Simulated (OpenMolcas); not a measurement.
V III: the spin-orbit constant, Racah parameters, worked from levels

```json
{
  "Program": "OpenMolcas",
  "Basis": "ANO-R3 [7s5p5d3f2g1h]",
  "Scalar Hamiltonian": "X2C, finite nucleus",
  "Active space": "3 electrons in 5 orbitals (3d)",
  "State averaging": "2S+1 = 4 even, 10 roots; 2S+1 = 2 even, 40 roots",
  "Spin-orbit coupling": "state interaction with AMFI integrals over the reference wave functions, term energies averaged over their components"
}
```

Methods: CASSCF; MS-CASPT2, IPEA 0.25 Eh, imaginary shift 0.1 Eh (closed shells correlated: 3s 3p). Measured levels: Sugar and Corliss, J. Phys. Chem. Ref. Data 7, 1191 (1978).

**The spin-orbit constant.** For the Hund term ⁴F of d3, E(J) = (A/2) J(J+1) + constant and ζ = 2S·A = 3A. From J = 3/2 to J = 9/2 the energy changes by 10.5 A.

| Source | E(9/2) - E(3/2) | A | ζ |
| --- | --- | --- | --- |
| CASSCF | 636.1 | 60.6 | 182 |
| MS-CASPT2 | 636.7 | 60.6 | 182 |
| measured | 583.8 | 55.6 | 167 |

All in cm-1. MS-CASPT2 is off by +9.1 % and CASSCF by +9.0 %. Both methods take the spin-orbit matrix elements from the reference wave functions, so the second can move ζ only through the term energies and any multistate remixing. Second-order mixing with other terms is absorbed into this ζ.

**Racah parameters.** Above ⁴F, d3 has ⁴P at 15B, ²G at 4B + 3C and ²H at 9B + 3C. The first two fix B and C, and the third tests them; where it misses by thousands of cm-1, two parameters do not describe the configuration (Trees and configuration-interaction terms are left out) and B and C hang on the terms chosen. Term energies are centres of gravity, weighted by 2J + 1.

```csv
Source,⁴P,²G,B,C,C/B,"²H from B, C",²H found
CASSCF,14671,14786,978,3625,3.71,19677,19589
MS-CASPT2,11599,10994,773,2634,3.41,14859,16189
measured,11330,11752,755,2910,3.85,15525,16565
```

Energies in cm-1. From CASSCF to MS-CASPT2, B changes by -21.0 % and C by -27.3 %. Against the measured terms, MS-CASPT2 has B off by +2.4 % and C by -9.5 %.

CASPT2 does not keep the components of a term degenerate, so their means are used; among the terms shown or strongly mixed into the levels shown the widest spread is 980 cm-1 (3d³ ⁴F, MS-CASPT2). Without dynamic correlation excited terms often stand tens of per cent too high (terms of higher spin than the ground term too low), and those without a measured partner can miss by more than the paired ones (holds for CASSCF). Measured partners are found by configuration, term and J. A level has none where our copy of the source lacks it or the pairing is in doubt (some pairs that miss far off the trend of their configuration count as doubtful), and it then counts in no deviation. Only configurations of the active space appear.
